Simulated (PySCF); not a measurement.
Potential energy of SbF along the bond

Set-up: PySCF, scalar-relativistic core potentials, basis sets Sb def2-TZVPPD with ECP28, F def2-TZVPPD. Energies in eV from Sb + F in their ground configurations at the same level. All curves are PBE0. state 1: ³Σ⁻ (triplet), unpaired electrons π ↑↑; state 2: Ms = 0 determinant of mixed spin (⟨S²⟩ near 1.0), unpaired electrons π ↑↓, a mixture of terms (⟨Lz²⟩ = 2.0), a second solution, started from another occupation; state 3: singlet, one real π or δ orbital doubly filled, a mixture of terms (⟨Lz²⟩ = 2.0), a second solution, started from another occupation; state 4: quintet, unpaired electrons σ ↑↑, π ↑↑, a second solution, started from another occupation.

```tsv
R (Å)	state 1	state 2	state 3	state 4
1.658	-2.814	-2.510	-1.574	4.4198
1.735	-3.547	-3.241	-2.302	3.4782
1.812	-3.935	-3.629	-2.686	2.8171
1.870	-4.068	-3.761	-2.814	2.4420
1.928	-4.103	-3.794	-2.844	2.1384
1.986	-4.064	-3.754	-2.801	1.8850
2.063	-3.931	-3.619	-2.662	1.6018
2.159	-3.681	-3.366	-2.404	1.3095
2.275	-3.313	-2.993	-2.025	1.0222
2.429	-2.781	-2.454	-1.478	0.7202
```

Q: Put a parabola through the three lowest points of the state 1 curve and estimate Re, k and ωe (reduced mass 16.42 u; 1 eV/Å² = 0.16022 mdyn/Å; ωe = 1302.8·√(k/μ) cm⁻¹).

A: Through R = 1.87, 1.928, 1.986 Å the second-order coefficient is 11.0 eV/Å², so Re ≈ 1.926 Å, k ≈ 3.52 mdyn/Å and ωe ≈ 604 cm⁻¹. A polynomial fit of higher order to the unrounded PBE0 energies gives Re = 1.923 Å, k = 3.56 mdyn/Å, ωe = 607 cm⁻¹; anharmonicity and rounding make the difference.

The higher-order fit for each curve: state 1: Re = 1.923 Å, ωe = 607 cm⁻¹, De = 4.10 eV; state 2: Re = 1.922 Å, ωe = 609 cm⁻¹, minimum 3.79 eV below the ground-state fragments; state 3: Re = 1.920 Å, ωe = 613 cm⁻¹, minimum 2.85 eV below the ground-state fragments. State 4 gave no clean fit.

These are scalar-relativistic numbers at best; spin–orbit coupling would shift them, the dissociation energy most. The state was picked by a PBE0 search and need not be the measured ground state.
